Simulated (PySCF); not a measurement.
C6H6FOP.
Bonds: C1–O2, O2–C3, C3–C4 (aromatic), C4–C5 (aromatic), C5–C6 (aromatic), C6–C7 (aromatic), C7–F8, C7–P9 (aromatic), C3–P9 (aromatic). Hydrogens: H10, H11, H12 on C1; H13 on C4; H14 on C5; H15 on C6.

The closed-shell SCF was solved with PySCF and density fitting under several settings on one GFN2-xTB geometry (grid level 2 and gas phase unless stated).

```csv
settings,basis functions,SCF cycles,E (Eh),HOMO (eV),LUMO (eV),dipole (D)
PBE0/pcSseg-1,190,14,-747.9989,-6.90,-1.49,1.94
CAM-B3LYP/def2-SVPD,238,13,-748.0779,-8.06,-0.49,1.92
B97-D/3-21G,97,16,-744.3769,-5.50,-1.77,1.87
```

**Question.** Estimate the rows for these settings: (1) LC-wPBE/pcSseg-1; (2) BP86/def2-SVPD.

**Answer.** 
| settings | basis functions | SCF cycles | E (Eh) | HOMO (eV) | LUMO (eV) | dipole (D) |
| --- | --- | --- | --- | --- | --- | --- |
| LC-wPBE/pcSseg-1 | 190 | 15 | -748.2014 | -9.28 | 0.42 | 1.90 |
| BP86/def2-SVPD | 238 | 17 | -748.2910 | -5.95 | -2.33 | 1.92 |

**Question.** Over all rows, what range does the HOMO–LUMO gap span?

**Answer.** From 3.62 eV (BP86/def2-SVPD) to 9.70 eV (LC-wPBE/pcSseg-1). The functional of the narrowest has no exact exchange, that of the widest range-separated exact exchange.

B97-D ran without the empirical dispersion term, which would shift the total energy alone. Cycle counts include a coarse-grid stage where the run had one.

Conformer computed: `[CH3:1][O:2][c:3]1[cH:4][cH:5][cH:6][c:7]([F:8])[p:9]1`: C1–O2–C3–C4 180°.

One conformer stands for the species.
